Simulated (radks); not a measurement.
Results of a calculation; reference values are marked as such.
Question: Isoelectronic series with 11 electrons, each ion in its NIST ground configuration. Code: a radial shooting solver on a logarithmic mesh with Libxc functionals. Model: Dirac Kohn-Sham, PBE, spin-unpolarised, spherical densities, finite nucleus; Fermi nuclear charge, rms radius of each element as measured or else 0.836 A^(1/3) + 0.57 fm. Total energies (hartree) and orbital eigenvalues (eV):

ion,configuration,E (hartree),3s1/2,2p3/2,2p1/2
Mg+,[Ne] 3s1,-199.98734,-11.3778,-55.5742,-55.8634
Al2+,[Ne] 3s1,-241.76653,-23.7472,-90.1047,-90.5486
P4+,[Ne] 3s1,-337.83723,-58.4623,-180.4758,-181.4056
S5+,[Ne] 3s1,-392.13270,-80.6108,-236.1009,-237.3864
Cl6+,[Ne] 3s1,-450.60865,-105.8994,-298.6232,-300.3580
Ar7+,[Ne] 3s1,-513.27232,-134.3098,-368.0192,-370.3121
K8+,[Ne] 3s1,-580.13210,-165.8329,-444.2738,-447.2498

Estimate the row of Si3+ ([Ne] 3s1).

Answer: E (hartree) -287.71642; 3s1/2 -39.4867; 2p3/2 -131.7871; 2p1/2 -132.4406.
